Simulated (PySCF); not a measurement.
System: CH5BNO2, net charge 0, doublet state. It need not be the lowest isomer of its formula. SMILES: CNB([O])O
Coordinates optimised at B3LYP-D3(BJ)/def2-TZVP (Ansatz):
```xyz
10

C     -1.8999     0.0266    -0.2550
N     -0.6429    -0.6736    -0.1045
B      0.6438    -0.0242     0.0741
O      1.3768    -0.5879     1.0316
O      0.9176     1.1041    -0.6638
H     -2.4471     0.1034     0.6907
H     -1.7087     1.0273    -0.6355
H     -2.5388    -0.5025    -0.9683
H     -0.7121    -1.6167     0.2501
H      1.7324     1.5348    -0.3875
```
Charge 0, spin multiplicity 2.

Dispersion corrections to the total energy (kcal/mol) from the dftd3 and dftd4 libraries through PySCF: D3(BJ) without and D4 with the three-body term, each with the damping fitted for the functional named.

```
functional  D3(BJ)     D4
----------  ------  -----
TPSSh        -4.19  -4.46
PBE            [?]  -3.62
PW6B95         [?]  -3.15
BP86         -5.56  -4.68
TPSS         -4.61  -4.91
revPBE       -9.77    [?]
CAM-B3LYP    -2.71  -2.99
```

### Question
Fill in the missing entries.

### Answer

- PBE, D3(BJ): -3.73
- PW6B95, D3(BJ): -1.69
- revPBE, D4: -12.87
